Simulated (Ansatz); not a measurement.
System: CH3AlCl2O (charge 0, singlet). 
Coordinates optimised at B3LYP-D3(BJ)/def2-TZVP (Ansatz, a program for electronic structure):
```xyz
8

C     -2.7421    -0.2858     0.2119
O     -1.4298    -0.7777     0.0337
Al     0.0989    -0.1139    -0.0228
Cl     0.3767     1.9437     0.2035
Cl     1.7351    -1.3606    -0.3224
H     -3.1894    -0.7540     1.0913
H     -3.3472    -0.5400    -0.6611
H     -2.7599     0.7996     0.3461
```

Basis-set convergence of Hartree-Fock and MP2 correlation energies (hartree) with Ansatz. Correlated levels leave the core frozen unless marked. No spin-orbit coupling. Non-relativistic.

```
basis        functions        E(HF)  E(corr, MP2)
-----------  ---------  -----------  ------------
cc-pV(D+d)Z        112  -1275.61366      -0.65444
cc-pV(T+d)Z        219  -1275.69665      -0.85358
cc-pV(Q+d)Z        392  -1275.71576      -0.92846
```

Extrapolating the two largest sets (X = 3 and 4) as X^-3: E(corr) = (64·(-0.92846) - 27·(-0.85358))/37 = -0.9831 Eh, an estimate of the basis-set limit. The largest set recovers 94.4 % of it, the smallest 66.6 %.
